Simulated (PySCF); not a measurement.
C₃H₈B₂F₃N.
SMILES: `CB(NB)CC(F)(F)F`

The closed-shell SCF was solved with PySCF and density fitting under several settings on one GFN2-xTB geometry (grid level 2 and gas phase unless stated).

| settings | basis functions | SCF cycles | E (Eh) | HOMO (eV) | LUMO (eV) | dipole (D) |
| --- | --- | --- | --- | --- | --- | --- |
| PBE0/pcSseg-1 | 193 | 13 | -522.6072 | -9.15 | -1.31 | 2.04 |
| PBE0/def2-SVPD | 253 | 13 | -522.2952 | -9.17 | -1.35 | 2.12 |

Task: Estimate the rows for these settings: (1) revPBE/pcSseg-1, IEF-PCM dichloromethane; (2) PBE0/def2-SVP.

Result: 
```json
{"settings": "revPBE/pcSseg-1, IEF-PCM dichloromethane", "basis functions": "193", "SCF cycles": "14", "E (Eh)": "-522.9965", "HOMO (eV)": "-7.40", "LUMO (eV)": "-1.98", "dipole (D)": "2.18"}
{"settings": "PBE0/def2-SVP", "basis functions": "166", "SCF cycles": "12", "E (Eh)": "-522.2639", "HOMO (eV)": "-9.04", "LUMO (eV)": "-1.21", "dipole (D)": "1.94"}
```

Task: Over all rows, what range does the HOMO–LUMO gap span?

Result: From 5.42 eV (revPBE/pcSseg-1, IEF-PCM dichloromethane) to 7.84 eV (PBE0/pcSseg-1). The functional of the narrowest has no exact exchange, that of the widest 25 % exact exchange.

Task: Compare two rows with the functional PBE0: PBE0/def2-SVP and PBE0/def2-SVPD. Which energy is lower, and by how much?

Result: PBE0/def2-SVPD (253 functions) lies 0.0313 Eh or 20 kcal/mol below PBE0/def2-SVP (166 functions).

Whole jobs, the steps after the SCF included, on one thread of an Arm Neoverse V2, shared host:

```csv
settings,work after the SCF,wall time,peak memory
PBE0/pcSseg-1,"shieldings, charges and field gradients",26 s,0.89 GiB
PBE0/def2-SVPD,"6 singlets by full TDDFT, 2 Tamm–Dancoff triplets, polarisability",48 s,1.0 GiB
"revPBE/pcSseg-1, IEF-PCM dichloromethane","shieldings, charges and field gradients",22 s,0.80 GiB
PBE0/def2-SVP,shieldings,17 s,0.82 GiB
```

Cycle counts include a coarse-grid stage where the run had one. Geometry: GFN2-xTB, one conformer.

The values belong to the conformer `[BH2:1][NH:2][B:3]([CH3:4])[CH2:5][C:6]([F:7])([F:8])[F:9]`: B1–N2–B3–C4 1°, N2–B3–C5–C6 -69°, B3–C5–C6–F7 62°.
